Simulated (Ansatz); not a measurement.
`O=C=[N][SnH2][Cl]` + H₂O → `[OH][SnH2][Cl]` + `N=C=O`  (formal hydrolysis of the Sn–N bond)

Gas-phase electronic energies from Ansatz, PBE0-D4/def2-TZVP geometries. CBS: MP2 limit from def2 TZ/QZ plus the TZ coupled-cluster correction, frozen cores. This one scheme is used for every species. DFT in def2-TZVPP. B3LYP here is the variant with VWN-RPA as its local correlation; programs differ in this. def2 core potentials past Kr. For Sn outer-core shells are correlated without core-valence functions, which leaves a few kJ/mol of doubt a bond. Each species was taken in one conformer, which may not be the lowest.

Is it downhill or uphill in electronic energy at CCSD(T)/CBS, and by how much? (Estimate.)

Ansatz gave: Uphill: ΔE = +28.1 kJ/mol.

What do these levels give: revPBE-D4, B3LYP-D4, r2SCAN0-D4, B2PLYP, BLYP, HF/CBS(def2)? (Best estimate.)

The calculation gave: revPBE-D4 18.1, B3LYP-D4 21.3, r2SCAN0-D4 24.5, B2PLYP 21.2, BLYP 8.7, HF/CBS(def2) 33.0 kJ/mol.

What do rigid-rotor, harmonic-oscillator terms from PBE0-D4/def2-TZVP frequencies (298.15 K, 1 bar) make of the CCSD(T)/CBS value? (An estimate is asked.)

The calculation gave: ΔZPE = -0.9 kJ/mol, ΔH = +24.7 kJ/mol, ΔS = -3 J/(mol·K), ΔG = +25.6 kJ/mol. Modes under 50 cm⁻¹ make the entropy rough.

Largest T1 diagnostic among the species: 0.018.

From BLYP to BHLYP (50 % exact exchange), in def2-TZVPP and without D4, ΔE moves by +15.5 kJ/mol. Leaving LDA and LC-ωPBE aside and taking each functional with its dispersion term where it has one, the values, not all of them listed here, spread over 14.3 kJ/mol, from BLYP-D4 to BHLYP-D4.
